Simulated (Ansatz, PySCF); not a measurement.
Species: C₂H₇BO₂ (charge 0, singlet). SMILES: COBOC
Structure (B3LYP-D3(BJ)/def2-TZVP (Ansatz, a quantum-chemistry and plane-wave program) minimum search):
```xyz
12

B      0.1629     0.7393     0.2257
O      0.7528    -0.4510    -0.0634
C      2.1594    -0.6318     0.0074
O     -1.1821     0.8705     0.1461
C     -2.0056    -0.2281    -0.2401
H      0.8032     1.6932     0.5545
H      2.6654     0.2863     0.3142
H      2.5289    -0.9350    -0.9732
H      2.3807    -1.4214     0.7269
H     -1.7481    -0.5755    -1.2423
H     -1.8962    -1.0615     0.4562
H     -3.0366     0.1207    -0.2301
```
Charge 0, spin multiplicity 1.

Wanted: vertical ionisation energy (to the doublet state of charge +1; each state is the SCF solution reached for its spin; the UHF <S^2> is 0.88 for the doublet (pure: 0.75); for the doublet the Hartree-Fock reference is unstable and T1 is 0.040), in eV. Valence correlation only, unless marked. Open shells are spin-unrestricted. Spin-orbit coupling is left out. Non-relativistic. 

```
level                 program  vertical ionisation energy (eV)
--------------------  -------  -------------------------------
HF/aug-cc-pVTZ         Ansatz                             9.88
SVWN5/def2-TZVPD       Ansatz                            10.17
PBE/def2-TZVPD         Ansatz                             9.99
r2SCAN/def2-TZVPD      Ansatz                            10.14
B3LYP/def2-TZVPD       Ansatz                            10.39
PBE0/def2-TZVPD        Ansatz                            10.39
BHLYP/def2-TZVPD       Ansatz                            10.63
CAM-B3LYP/def2-TZVPD   Ansatz                            10.65
wB97M-V/def2-TZVPD     Ansatz                            10.69
wB97X-V/def2-TZVPD     Ansatz                            10.71
B2PLYP/def2-TZVPD      Ansatz                            10.59
RI-MP2/aug-cc-pVTZ     Ansatz                            11.48
CCSD/aug-cc-pVDZ       Ansatz                            10.76
CCSD(T)/aug-cc-pVDZ    Ansatz                            10.72
```

For comparison, minus the highest occupied orbital energy (PySCF): 9.75 eV at CAM-B3LYP/def2-TZVPD, 12.20 eV at HF/def2-TZVPD, 9.85 eV at M06-2X/def2-TZVPD.
